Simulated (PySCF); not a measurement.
CdClHO, SMILES [OH][Cd][Cl].

Coordinates come from a B3LYP-D3(BJ)/def2-TZVP optimisation. The def2 effective core potentials stand for the cores of Cd; spin–orbit coupling is left out. Other conformers were not sampled.

Computed with PySCF with ωB97X/def2-TZVPD.

Symmetry labels are those of the subgroup Cs that the program uses (full group Cs).

### Question
List the valence orbital energies around the gap with their symmetry. (The exact figures need the calculation; the answer reports its results.)

### Answer

| orbital | symmetry | energy (eV) |
|---|---|---|
| HOMO−7 | A" | -18.51 |
| HOMO−6 | A' | -18.51 |
| HOMO−5 | A' | -14.93 |
| HOMO−4 | A' | -12.67 |
| HOMO−3 | A' | -11.69 |
| HOMO−2 | A" | -11.52 |
| HOMO−1 | A' | -11.31 |
| HOMO | A" | -10.92 |
| LUMO | A' | -0.07 |
| LUMO+1 | A' | 1.27 |
| LUMO+2 | A" | 1.43 |
| LUMO+3 | A' | 2.22 |
